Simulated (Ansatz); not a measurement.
Start from `C=NCS` and change one atom or group to get `C=NC[O][SbH2]`.

Ansatz, PBE0-D4/def2-TZVP geometries, multiplicity 1. Each molecule was computed in one conformer, which needn't be the lowest.

Elements past krypton have def2 core potentials.  Spin–orbit coupling is left out; it splits and shifts lone-pair levels of the heavy atoms by tenths of an eV.

```csv
property,`C=NCS`
LUMO energy (ωB97M-V/def2-TZVPP) / eV,1.47
HOMO energy (PBE0/def2-TZVPP) / eV,-6.99
LUMO energy (PBE/def2-TZVPP) / eV,-1.87
HOMO–LUMO gap (PBE0/def2-TZVPP) / eV,6.24
LUMO energy (B3LYP/def2-TZVPP) / eV,-1.01
HOMO–LUMO gap (B3LYP/def2-TZVPP) / eV,5.74
```

What does the change do to each property? (An estimate is asked.)

The calculation gave: 
```json
{"property": "LUMO energy (ωB97M-V/def2-TZVPP) / eV", "`C=NC[O][SbH2]`": "0.47", "shift": "-1.00"}
{"property": "HOMO energy (PBE0/def2-TZVPP) / eV", "`C=NC[O][SbH2]`": "-7.36", "shift": "-0.37"}
{"property": "LUMO energy (PBE/def2-TZVPP) / eV", "`C=NC[O][SbH2]`": "-2.08", "shift": "-0.21"}
{"property": "HOMO–LUMO gap (PBE0/def2-TZVPP) / eV", "`C=NC[O][SbH2]`": "6.08", "shift": "-0.16"}
{"property": "LUMO energy (B3LYP/def2-TZVPP) / eV", "`C=NC[O][SbH2]`": "-1.51", "shift": "-0.50"}
{"property": "HOMO–LUMO gap (B3LYP/def2-TZVPP) / eV", "`C=NC[O][SbH2]`": "5.62", "shift": "-0.12"}
```

With PBE0 the HOMO falls by 0.37 eV and the LUMO falls by 0.52 eV, so the gap narrows by about 0.15 eV. PBE moves the HOMO by -0.12 eV and ωB97M-V by -0.45 eV.

B3LYP here is the variant with VWN-RPA as its local correlation; programs differ in this.
